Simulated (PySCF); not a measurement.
# Identify the compound

Molecular formula: C₅H₅NO. Simulated spectra:

¹H NMR (500 MHz, computed): δ 7.33 (s, 1H), 6.57 (t, J = 1.0 Hz, 1H), 6.38 (br, 1H), 4.72 (br, 1H), 2.96 (d, J = 1.0 Hz, 1H).

¹³C{¹H} NMR (computed): δ 162.8, 147.2, 128.5, 91.4, 86.2.

PySCF calculation with J: B3LYP/pcJ-1 (spin–dipole term only in couplings to heteroatoms), GFN2-xTB structure and NMR shieldings at PBE0/pcSseg-1/GIAO; one conformer, gas phase, non-relativistic.

References, each an isolated molecule treated in the same way: TMS for ¹H (31.72 ppm) and ¹³C (186.93 ppm).

Q: What is the structure?

A: 
1. The formula gives 4 degrees of unsaturation (no ring in the answer).
2. 5 carbon signals for 5 carbons: no two carbons are equivalent.
3. Carbon types of the structure: 3 × C, 1 × CH, 1 × CH2, leaving 2 H on heteroatoms.
4. δC 162.8: amide carbonyl carbon; it is a carbonyl in resonance with an O or N lone pair, the region of acids, esters and amides.
5. δC 147.2: β carbon of a C=C–C=O unit; conjugation with the carbonyl draws π density from the β position.
6. δC 128.5: α carbon of a C=C–C=O unit; the olefinic region.
7. δC 91.4: terminal alkyne carbon; sp carbons lie upfield of alkene carbons because the cylindrical π system leaves one tensor component strongly shielded.
8. δC 86.2: alkyne carbon; the triple bond shields along its axis, which puts it between sp3 and sp2 carbons.
9. δH 7.33, 6.57: hydrogen on a β carbon of a C=C–C=O unit; a vinylic proton, deshielded by the sp2 carbon and the C=C anisotropy.
10. δH 6.38, 4.72: hydrogen on an amide-type nitrogen; labile proton, position sensitive to the medium.

These data were computed for SMILES O=C(C(C#C)=C)N.

This is the structure that produced the data.

OH and NH positions are those of a molecule without intermolecular hydrogen bonds; in solution they move with solvent, concentration and temperature, and exchange usually removes their couplings. The two substituents on the amide-type nitrogen aren't averaged: C–N rotation is slow on the NMR time scale. Multiplet labels drop couplings under 1 Hz and merge nearly equal ones. Shifts are as computed. Against solution values, carbons near 30 ppm lie about +3 ppm off and those near 130 ppm about +5 ppm. Of 1211 compounds with measured shifts, 218 miss one by over three times the rms of a fit or turn the order of signals round; such compounds aren't used in these exercises. The C=O carbon of an acid or of an amide with N–H lies up to 10 ppm further downfield in solution, through hydrogen bonding that the calculation lacks.
